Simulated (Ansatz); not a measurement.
The cluster TaSi₂⁺. Total charge 1; singlet. Geometry B3LYP-D4/def2-TZVP.

```csv
atom,x (Å),y (Å),z (Å)
Ta1,1.368,-0.110,-0.099
Si2,-0.587,-0.005,1.250
Si3,-0.780,0.115,-1.150
```

In the def2 sets Ta takes a core potential; there is no spin–orbit coupling. B3LYP takes the VWN-RPA correlation. At PBE-D4/def2-TZVP, r2SCAN-D4/def2-TZVP, PBE0-D4/def2-TZVP the restricted singlet is unstable: a solution with broken spin symmetry lies lower. At PBE-D4/def2-TZVP an occupied level of the charge 1 singlet lies above an empty one (by up to 0.21 eV), so this SCF solution is probably not the lowest. The restricted singlet is unstable towards broken spin symmetry at other levels; at B3LYP-D4/def2-TZVP, r2SCAN0-D4/def2-TZVP this wasn't settled. The geometry of the singlet was relaxed on an unsound state (restricted singlet, unstable towards broken spin symmetry at other levels and untested here). At PBE0-D4/def2-TZVP a triplet of charge 1 lies 0.79 eV below the restricted singlet, each at its own geometry. The structure comes from a short search, and lower isomers may exist.

Q: Estimate the orbital energies around the gap (eV) in Ansatz with PBE-D4/def2-TZVP, r2SCAN-D4/def2-TZVP, B3LYP-D4/def2-TZVP, PBE0-D4/def2-TZVP, r2SCAN0-D4/def2-TZVP.

A: 
```tsv
orbital	PBE-D4/def2-TZVP	r2SCAN-D4/def2-TZVP	B3LYP-D4/def2-TZVP	PBE0-D4/def2-TZVP	r2SCAN0-D4/def2-TZVP
HOMO−5	-17.64	-18.06	-18.89	-19.21	-19.46
HOMO−4	-14.54	-14.74	-15.56	-15.77	-15.91
HOMO−3	-11.38	-11.47	-11.94	-12.09	-12.21
HOMO−2	-11.26	-11.44	-11.83	-12.09	-12.15
HOMO−1	-10.77	-10.82	-11.36	-11.52	-11.58
HOMO	-9.90	-10.00	-10.63	-10.78	-10.86
LUMO	-10.12	-9.95	-9.26	-9.04	-8.92
LUMO+1	-10.08	-9.79	-9.23	-8.97	-8.79
LUMO+2	-8.25	-8.16	-7.67	-7.50	-7.43
LUMO+3	-8.03	-7.78	-7.34	-7.18	-7.06
LUMO+4	-7.26	-7.06	-6.79	-6.60	-6.52
LUMO+5	-7.11	-7.01	-6.69	-6.55	-6.46
```
